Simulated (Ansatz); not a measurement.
Consider the alkene loss: `CC[O][Sn]([CH3])([Cl])[Cl]` → `[CH3][Sn]([OH])([Cl])[Cl]` + `C=C`.

Calculated with Ansatz (gas phase, PBE0-D4/def2-TZVP geometries, no zero-point term in ΔE). CCSD(T)/CBS adds triple-zeta CCSD(T) − MP2 to the extrapolated MP2 energy (def2 sets, frozen cores). This one scheme is used for every species. Functionals use def2-TZVPP. def2 core potentials past Kr. For Sn outer-core shells are correlated without core-valence functions, which leaves a few kJ/mol of doubt a bond. Each species was taken in one conformer, which may not be the lowest.

`CC[O][Sn]([CH3])([Cl])[Cl]`:

Z-matrix (Å, degrees):
```
C
C 1 1.511
H 1 1.092 2 110.8
H 1 1.093 2 110.2 3 120.2
H 1 1.094 2 111.4 3 -120.5
O 2 1.417 1 113.1 3 55.2
H 2 1.097 1 110.1 3 179.3
H 2 1.095 1 110.1 3 -62.7
Sn 6 1.941 2 123.3 1 66.9
C 9 2.110 6 110.0 2 156.5
Cl 9 2.323 6 109.6 2 -81.4
Cl 9 2.323 6 106.6 2 33.0
H 10 1.089 9 108.4 6 51.9
H 10 1.088 9 108.9 6 171.8
H 10 1.089 9 108.8 6 -67.9
```

`[CH3][Sn]([OH])([Cl])[Cl]`:

```xyz
9

C     0.606   -1.139   -0.804
Sn   -0.452    0.345    0.257
O     0.797    1.608    1.046
Cl   -1.916    1.546   -1.082
Cl   -1.753   -0.520    1.971
H     1.212   -1.705   -0.098
H    -0.109   -1.795   -1.298
H     1.241   -0.650   -1.541
H     0.374    2.309    1.549
```

`C=C`:

Z-matrix (Å, degrees):
```
C
C 1 1.323
H 1 1.085 2 121.7
H 1 1.085 2 121.7 3 -180.0
H 2 1.085 1 121.7 3 -0.0
H 2 1.085 1 121.7 3 -180.0
```

| level | ΔE (kcal/mol) |
| --- | --- |
| BLYP-D4 | 13.6 |
| r2SCANh | 17.6 |
| r2SCAN0 | 18.3 |
| HF/def2-QZVPP | 9.7 |

(1) What does CCSD(T)/CBS give? (Estimate.)

(2) What do rigid-rotor, harmonic-oscillator terms from PBE0-D4/def2-TZVP frequencies (298.15 K, 1 bar) make of the CCSD(T)/CBS value? (Estimate.)

Largest T1 diagnostic among the species: 0.012.

## Answers

(1) Computed: +15.8 kcal/mol. The listed levels differ from it by -2.2, 1.8, 2.5, -6.1 kcal/mol.

(2) Ansatz gave: ΔZPE = -3.8 kcal/mol, ΔH = +12.9 kcal/mol, ΔS = 157 J/(mol·K), ΔG = +1.7 kcal/mol. Modes under 50 cm⁻¹ make the entropy rough.

From r2SCAN to r2SCAN0 (25 % exact exchange), in def2-TZVPP and without D4, ΔE moves by +1.1 kcal/mol. In def2-TZVPP, CCSD(T) changes the Hartree–Fock value by +6.0 kcal/mol (the triples alone add +0.5 kcal/mol) and MP2 by +7.6 kcal/mol.
